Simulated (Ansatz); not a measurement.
A series at Sn: from `[F][Sn]([Br])([Br])[Br]`, ligands are replaced one by one, each step taking up H₂ and setting free HBr; n counts the steps. Ansatz, PBE0-D4/def2-TZVP geometries.

CBS adds triple-zeta CCSD(T) − MP2 to the MP2 limit, frozen cores; atoms without spin–orbit coupling. Elements past krypton have def2 core potentials. Outer-core shells of Br, Sn are correlated without core-valence functions. Scalar relativity is left out up to krypton. Spin–orbit coupling is left out.

```
n                   molecule  atomization energy, CCSD(T)/CBS (kJ/mol)
0  `[F][Sn]([Br])([Br])[Br]`                                         ?
1       `[F][SnH]([Br])[Br]`                                    1330.7
2            `[F][SnH2][Br]`                                    1305.9
3                `[F][SnH3]`                                    1274.4
```

By hand: fit a straight line y = ȳ + b (n − n̄) to the 3 given rows and predict n = 0.

n̄ = 2.000, ȳ = 1303.67; Σ(n − n̄)(y − ȳ) = -56.30, Σ(n − n̄)² = 2.000, so b = -28.15 kJ/mol a step. Prediction: 1303.67 + (-28.15) × (-2.000) = 1360.0 kJ/mol.

By hand: compare with the computed value, 1347.8 kJ/mol, and give the steps along the whole series.

The line misses by -12.2 kJ/mol (computed minus predicted). Steps: -17.1, -24.8, -31.5 kJ/mol.

The steps grow at each stage, from -17.1 to -31.5 kJ/mol, so the series is curved and an end member is harder to predict than an inner one. The miss is 16.6 % of the series' range. The energies themselves are unsure by some kJ/mol a bond, though much of that is common to the series.
